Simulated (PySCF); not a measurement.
Computed IR spectrum (relative IR intensity) of a molecule C5H7F. Geometry optimised at PBE-D3(BJ)/def2-SVP. Other conformers were not sampled. Calculation: PBE-D3(BJ)/def2-SVP (PySCF). No scaling factor is applied to the harmonic values.

Lines under 2 % of the strongest are left out, and lines within 2 cm⁻¹ are merged.

ν (cm⁻¹): 132 (vw), 198 (w), 693 (w), 742 (m), 812 (w), 908 (w), 976 (m), 1012 (vs), 1154 (w), 1206 (s), 1251 (w), 1271 (vw), 1373 (w), 1396 (w), 1409 (m), 1649 (s), 1690 (m), 2950 (m), 3012 (w), 3054 (vw), 3069 (m), 3086 (w), 3108 (vw), 3134 (w) (against the strongest line: vs over 80 %, s over 45 %, m over 15 %, w over 4 %, vw less)

### Question
Identify the compound among the candidates.
A) C=C1CC(F)C1
B) CC(C)=C=CF
C) C[C@H]1CC=C1F
D) C/C=C/C=C\F

### Answer
D, C/C=C/C=C\F
